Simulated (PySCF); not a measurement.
# Computed records: C2H6AlO, C2H6Al, C2H7AlN, C2H6AlN and others

Calculation on a computer-drawn molecule: optimised geometry and harmonic frequencies of an isolated molecule of the commonest isotopes, restricted reference for singlets and unrestricted otherwise, frozen core in MP2. Program: PySCF 2.14.0.

Common to all runs: method HF; basis cc-pV(D+d)Z.

(1) C2H6AlO

Start structure:
```xyz
10
C2H6AlO
C      0.5031    -0.8537    -0.6749
C     -0.3868    -1.7432     0.0796
Al    -1.7431    -0.7354     1.2665
O     -2.7668    -0.0113     2.1504
H      1.1621    -1.4726    -1.2610
H      1.0793    -0.2013    -0.0606
H     -0.0042    -0.2126    -1.3514
H      0.1568    -2.3754     0.7910
H     -1.0877    -2.3160    -0.5690
H     -3.3714     0.5211     2.7924
```

Settings of this run: charge 1 and multiplicity 1.

Results for C2H6AlO: rotational constants 26.12, 2.492, 2.341 GHz; total energy -395.8224 hartree; convergence status largest gradient component 3.765e-05 hartree/bohr.

Drawn bonds:
```csv
atom,other atom,order
1,2,1
2,3,1
3,4,1
1,5,1
1,6,1
1,7,1
2,8,1
2,9,1
4,10,1
```

Optimised structure:
```xyz
10
C2H6AlO
C      0.5122    -0.8265    -0.6942
C     -0.4487    -1.7124     0.1234
Al    -1.7133    -0.7595     1.2556
O     -2.7558     0.0164     2.1879
H      1.1634    -1.4737    -1.2819
H      1.1452    -0.2112    -0.0546
H     -0.0213    -0.1753    -1.3867
H      0.0938    -2.3817     0.7980
H     -1.0629    -2.3464    -0.5232
H     -3.3712     0.4700     2.7385
```

Modes:
```csv
frequency (cm⁻¹),reduced mass (dalton)
110,4.442
140.1,2.711
254.2,1.298
298.6,5.028
350.2,1.129
353.4,1.127
539.5,4.505
692.6,1.256
1012,2.184
1028,1.098
1089,1.54
1107,10.36
1315,1.372
1340,1.257
1521,1.116
1533,1.152
1593,1.042
1601,1.037
3184,1.058
3199,1.036
3237,1.103
3286,1.106
3286,1.105
4238,1.073
```

(2) C2H6Al

Start structure:
```xyz
9
C2H6Al
C     -0.3143    -0.8084    -1.0384
C      1.1033    -0.5748    -0.5597
Al     1.8707    -2.1650     0.4341
H     -0.3882    -1.6809    -1.6904
H     -0.9635    -1.0454    -0.2086
H     -0.7956    -0.0450    -1.6146
H      1.1824     0.3683     0.0079
H      1.7075    -0.3362    -1.4953
H      0.9570    -3.3984     0.6510
```

Here we set charge 0 and multiplicity 2.

Results for C2H6Al: rotational constants 27.37, 4.935, 4.405 GHz; total energy -321.1081 hartree; spin squared 0.7537; convergence status largest gradient component 3.087e-05 hartree/bohr.

Drawn bonds:
```csv
atom,other atom,order
1,2,1
2,3,1
1,4,1
1,5,1
1,6,1
2,7,1
2,8,1
3,9,1
```

Optimised structure:
```xyz
9
C2H6Al
C     -0.3621    -0.8186    -1.0631
C      1.0853    -0.6070    -0.5900
Al     1.9110    -2.1004     0.4313
H     -0.4474    -1.6889    -1.7196
H     -1.0397    -0.9868    -0.2216
H     -0.7396     0.0460    -1.6175
H      1.1505     0.2981     0.0297
H      1.7351    -0.3949    -1.4507
H      1.0662    -3.4334     0.6875
```

Modes:
```csv
frequency (cm⁻¹),reduced mass (dalton)
31.78,1.068
223.1,2.284
224.6,1.21
574.5,3.63
582.4,1.241
639.7,1.288
975.9,1.069
1019,1.382
1085,2.35
1322,1.486
1346,1.287
1515,1.179
1541,1.112
1592,1.045
1604,1.038
1897,1.044
3128,1.059
3158,1.098
3161,1.038
3222,1.103
3233,1.103
```

(3) C2H7AlN

Start structure:
```xyz
11
C2H7AlN
C     -1.7212    -1.9310     1.1584
C     -1.4008    -0.4027     0.9881
Al    -0.2487     0.0092    -0.6108
N      1.3276    -0.8702    -1.0089
H     -0.8606    -2.4505     1.3494
H     -2.2716    -2.2765     0.3732
H     -2.4458    -2.0598     2.0547
H     -2.4157     0.1632     0.8108
H     -0.9724     0.0307     1.8953
H      1.9401    -0.4944    -1.7449
H      1.7344    -1.5376    -0.4783
```

Settings of this run: charge 0 and multiplicity 2.

The calculation gives: rotational constants 10.36, 3.501, 2.703 GHz; total energy -376.1940 hartree; spin squared 0.7547; convergence status largest gradient component 2.901e-05 hartree/bohr.

Drawn bonds:
```csv
atom,other atom,order
1,2,1
2,3,1
3,4,1
1,5,1
1,6,1
1,7,1
2,8,1
2,9,1
4,10,1
4,11,1
```

Optimised structure:
```xyz
11
C2H7AlN
C     -1.5425    -1.8510     1.1619
C     -1.4272    -0.3273     0.9933
Al     0.0386     0.3168    -0.1891
N      1.0965    -0.8821    -0.9578
H     -0.6308    -2.2788     1.5889
H     -1.7152    -2.3500     0.2039
H     -2.3694    -2.1270     1.8234
H     -2.3720     0.0786     0.6075
H     -1.3002     0.1488     1.9748
H      1.8626    -0.6695    -1.5694
H      1.0249    -1.8782    -0.8505
```

Modes:
```csv
frequency (cm⁻¹),reduced mass (dalton)
58.29,1.996
129.1,3.022
225.7,1.121
316.4,3.163
369.3,1.046
458.6,1.227
561.3,4.044
622.3,1.262
685.7,1.344
829.6,6.729
983.7,1.076
1020,1.361
1081,2.429
1321,1.486
1348,1.28
1513,1.19
1545,1.105
1595,1.046
1604,1.039
1672,1.11
3133,1.059
3159,1.038
3165,1.099
3218,1.103
3228,1.103
3764,1.052
3849,1.093
```

(4) C2H6AlN

Start structure:
```xyz
10
C2H6AlN
C      1.1869    -0.4981     1.0212
C      1.7316    -0.6072    -0.4019
N      0.6755    -1.2903    -1.2012
Al     3.1561    -2.0587    -0.8066
H      1.8792     0.1242     1.6559
H      0.1869    -0.0615     1.0545
H      1.1161    -1.4513     1.4712
H      1.7937     0.4385    -0.7606
H      1.0112    -1.2752    -2.0931
H      0.5740    -2.2435    -0.8961
```

Settings of this run: charge 0 and multiplicity 1.

It finds rotational constants 8.591, 4.376, 3.189 GHz; total energy -375.5546 hartree; convergence status largest gradient component 2.683e-05 hartree/bohr.

Drawn bonds:
```csv
atom,other atom,order
1,2,1
2,3,1
2,4,1
1,5,1
1,6,1
1,7,1
2,8,1
3,9,1
3,10,1
```

Optimised structure:
```xyz
10
C2H6AlN
C      1.1993    -0.4997     1.0470
C      1.7215    -0.6593    -0.3798
N      0.6617    -1.3020    -1.2111
Al     3.3006    -1.8757    -0.7157
H      1.9044     0.0696     1.6598
H      0.2343     0.0156     1.0604
H      1.0532    -1.4687     1.5394
H      1.8623     0.3437    -0.8018
H      0.8720    -1.2812    -2.1952
H      0.5020    -2.2654    -0.9597
```

Modes:
```csv
frequency (cm⁻¹),reduced mass (dalton)
123.1,5.442
183.4,2.026
250.9,1.128
276.4,1.311
410.7,2.479
568.3,3.606
860,1.19
931.1,2.518
995.3,1.137
1070,1.263
1134,3.017
1258,1.767
1350,1.391
1465,1.212
1514,1.269
1578,1.045
1603,1.046
1761,1.096
3139,1.077
3144,1.045
3204,1.097
3230,1.103
3684,1.051
3778,1.094
```

(5) C2H9AlSi

Start structure:
```xyz
13
C2H9AlSi
C     -1.4417    -0.7348    -0.6867
C     -0.8229     0.5793    -0.0206
Al     0.7859    -0.0497     0.9506
Si    -0.6840     2.0034    -1.2282
H     -0.7395    -1.0203    -1.5387
H     -2.3975    -0.5819    -1.0484
H     -1.3702    -1.5450     0.0870
H     -1.6221     0.9468     0.7076
H      1.0941    -1.6007     1.0673
H      1.9514     0.8838     1.4546
H     -2.0185     2.1701    -1.9360
H     -0.3402     3.2737    -0.5563
H      0.3473     1.6209    -2.1761
```

Settings of this run: charge 0 and multiplicity 1.

The calculation gives: rotational constants 5.363, 2.807, 1.995 GHz; total energy -611.8178 hartree; convergence status largest gradient component 2.338e-05 hartree/bohr.

Drawn bonds:
```csv
atom,other atom,order
1,2,1
2,3,1
2,4,1
1,5,1
1,6,1
1,7,1
2,8,1
3,9,1
3,10,1
4,11,1
4,12,1
4,13,1
```

Optimised structure:
```xyz
13
C2H9AlSi
C     -1.5020    -0.7496    -0.6733
C     -0.8070     0.4749    -0.0259
Al     0.8731     0.0291     0.9135
Si    -0.6398     1.9093    -1.2369
H     -0.8983    -1.1689    -1.4831
H     -2.4776    -0.4924    -1.0970
H     -1.6682    -1.5561     0.0460
H     -1.4535     0.8797     0.7712
H      1.5153    -1.4087     0.7486
H      1.5617     1.0978     1.8563
H     -1.9467     2.2468    -1.8569
H     -0.1175     3.1176    -0.5507
H      0.3026     1.5660    -2.3357
```

Modes:
```csv
frequency (cm⁻¹),reduced mass (dalton)
80.44,1.031
118.6,1.175
165.4,2.705
194.4,1.067
238.4,2.225
259.9,2.148
498.7,2.903
540.1,1.331
597.3,1.186
683.1,1.415
738.6,1.403
790.3,2.217
846.1,1.077
1000,1.198
1027,1.102
1028,1.043
1040,1.095
1048,1.346
1100,2.273
1190,1.552
1359,1.349
1523,1.187
1595,1.046
1608,1.041
1977,1.057
1983,1.027
2272,1.047
2285,1.047
2298,1.025
3097,1.08
3158,1.036
3219,1.104
3229,1.103
```

(6) C2H4AlO

Start structure:
```xyz
8
C2H4AlO
C      0.0554     0.4197     2.1130
C     -0.9819    -0.0475     1.1248
Al    -2.4575     0.8876     0.2963
O     -3.6444     1.6888    -0.3838
H     -0.1151     1.4531     2.3521
H     -0.0375    -0.1728     2.9931
H      1.0412     0.2649     1.6775
H     -0.8404    -1.1587     0.9613
```

Settings of this run: charge 0 and multiplicity 2.

Results for C2H4AlO: rotational constants 38.13, 2.53, 2.408 GHz; total energy -394.7922 hartree; spin squared 0.7622; convergence status largest gradient component 3.866e-05 hartree/bohr.

Drawn bonds:
```csv
atom,other atom,order
1,2,1
2,3,1
3,4,2
1,5,1
1,6,1
1,7,1
2,8,1
```

Optimised structure:
```xyz
8
C2H4AlO
C      0.0287     0.4192     2.1015
C     -1.0032    -0.0987     1.1292
Al    -2.4303     0.8741     0.3104
O     -3.6062     1.6756    -0.3633
H     -0.1021     1.4744     2.3443
H     -0.0096    -0.1472     3.0371
H      1.0359     0.2922     1.6925
H     -0.8934    -1.1544     0.8825
```

Modes:
```csv
frequency (cm⁻¹),reduced mass (dalton)
109.9,1.183
132,5.234
216.1,5.889
323.8,5.784
551.9,1.317
598.8,4.726
1028,1.207
1040,1.308
1140,3.65
1221,8.055
1374,1.489
1506,1.186
1580,1.048
1587,1.063
3159,1.037
3219,1.1
3251,1.097
3267,1.089
```
